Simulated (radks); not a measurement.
The numbers below are computed, except where a source is named.
Coulomb parameter of the 4f shell of the dysprosium ion Dy3+ in the model configuration [Xe] 4f7.5 6p1.5, as a second difference U = [E(n + 0.5) + E(n - 0.5) - 2 E(n)] / (0.5)^2 with all orbitals relaxed. "Bare": the charge of the atom changes with n. "Screened": the 6p shell takes up the change at fixed total charge, which measures U(4f,4f) + U(6p,6p) - 2 U(4f,6p). Level of theory: scalar-relativistic Kohn-Sham, r2SCAN, spin-unpolarised, spherical densities, finite nucleus; meta-GGA in the generalised Kohn-Sham scheme; Fermi nuclear charge, rms radius 5.2218 fm (a radial shooting solver on a logarithmic mesh with Libxc functionals).

case,configuration,E - E(n) (eV)
start,[Xe] 4f7.5 6p1.5,0.000
bare +0.5,[Xe] 4f8 6p1.5,-23.802
bare -0.5,[Xe] 4f7 6p1.5,29.099
screened +0.5,[Xe] 4f8 6p1,-14.575
screened -0.5,[Xe] 4f7 6p2,17.203

U(bare) = 21.187 eV, U(screened by 6p) = 10.513 eV, against the Slater integral F0(4f,4f) = 33.669 eV with frozen orbitals.
